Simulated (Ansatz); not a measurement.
Z-matrix (Å, degrees):
```
C
F 1 1.329
B 1 1.527 2 123.5
F 1 1.329 2 108.2 3 155.9
Te 1 2.269 2 115.4 3 -73.2
H 3 1.183 1 142.7 2 76.2
```

Total charge 0; spin multiplicity 1. Te: def2 effective core potential.

Question: List the CAM-B3LYP/def2-TZVPP orbital energies in eV (Ansatz 0.2.0). (An estimate is asked.)

Answer: Ansatz gave: Occupied: -674.85, -674.85, -284.24, -187.10, -172.78, -122.01, -121.89, -121.88, -45.69, -45.64, -45.61, -45.50, -45.49, -37.55, -35.83, -22.70, -19.71, -17.90, -17.53, -16.32, -14.67, -14.47, -13.91, -13.53, -9.88, -8.63, -8.62. Lowest empty: -1.31, -0.52, 1.34, 2.12, 2.97, 3.47, 3.57, 4.34.
